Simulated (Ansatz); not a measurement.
One change: `F[SiH]([SiH3])Cl` becomes `CB[SiH]([SiH3])Cl`.

Ansatz, PBE0-D4/def2-TZVP geometries, multiplicity 1. Each molecule was computed in one conformer, which needn't be the lowest.

| property | `F[SiH]([SiH3])Cl` |
| --- | --- |
| size of the dipole moment (PBE/def2-TZVPP) / D | 1.46 |
| HOMO energy (ωB97M-V/def2-TZVPP) / eV | -10.45 |
| LUMO energy (B3LYP/def2-TZVPP) / eV | -0.76 |
| HOMO energy (PBE/def2-TZVPP) / eV | -7.17 |
| HOMO–LUMO gap (ωB97M-V/def2-TZVPP) / eV | 11.68 |
| HOMO–LUMO gap (B3LYP/def2-TZVPP) / eV | 7.44 |

What does the change do to each property? (Estimate.)

Computed: 
| property | `CB[SiH]([SiH3])Cl` | shift |
| --- | --- | --- |
| size of the dipole moment (PBE/def2-TZVPP) / D | 1.59 | 0.13 |
| HOMO energy (ωB97M-V/def2-TZVPP) / eV | -9.62 | 0.83 |
| LUMO energy (B3LYP/def2-TZVPP) / eV | -2.33 | -1.57 |
| HOMO energy (PBE/def2-TZVPP) / eV | -6.45 | 0.72 |
| HOMO–LUMO gap (ωB97M-V/def2-TZVPP) / eV | 9.38 | -2.30 |
| HOMO–LUMO gap (B3LYP/def2-TZVPP) / eV | 5.07 | -2.37 |

With PBE0 the HOMO rises by 0.81 eV and the LUMO falls by 1.57 eV, so the gap narrows by about 2.38 eV. PBE moves the HOMO by 0.72 eV and ωB97M-V by 0.83 eV. Dipoles are sizes alone; their direction can turn.

B3LYP here is the variant with VWN-RPA as its local correlation; programs differ in this.
